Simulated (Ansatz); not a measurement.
`FB(F)C1CC1`. Total charge 0; spin multiplicity 1.

| atom | x (Å) | y (Å) | z (Å) |
| --- | --- | --- | --- |
| F1 | -2.186 | 0.369 | 0.300 |
| B2 | -1.387 | 0.263 | -0.755 |
| F3 | -1.964 | 0.403 | -1.938 |
| C4 | 0.112 | -0.004 | -0.595 |
| C5 | 0.578 | -0.866 | 0.567 |
| C6 | 0.831 | 0.587 | 0.607 |
| H7 | 0.701 | -0.081 | -1.502 |
| H8 | -0.182 | -1.272 | 1.222 |
| H9 | 1.410 | -1.531 | 0.369 |
| H10 | 1.840 | 0.942 | 0.436 |
| H11 | 0.247 | 1.190 | 1.290 |

**Question.** List the harmonic frequencies (cm⁻¹, unscaled) at PBE0-D4/def2-TZVP in Ansatz. (Best estimate.)

**Answer.** Ansatz gave: 71, 180, 195, 386, 514, 683, 741, 807, 852, 874, 958, 1037, 1071, 1091, 1134, 1206, 1229, 1255, 1395, 1457, 1466, 1508, 3156, 3160, 3189, 3238, 3253.

**Question.** Is this a minimum?

**Answer.** Yes, all 27 modes are real.

**Question.** Give the ideal-gas thermochemistry at 298.15 K and 1 bar (rigid rotor, harmonic oscillator; point group Cs, symmetry number 1).

**Answer.** Zero-point energy 216.0 kJ/mol; H(298) − E = 234.1 kJ/mol; entropy 326.1 J/(mol·K), of which translation 165.0, rotation 111.2, vibration 49.9; G(298) − E = 136.9 kJ/mol. Modes under 100 cm⁻¹ are hindered rotations or soft bends, so the harmonic entropy is rough.
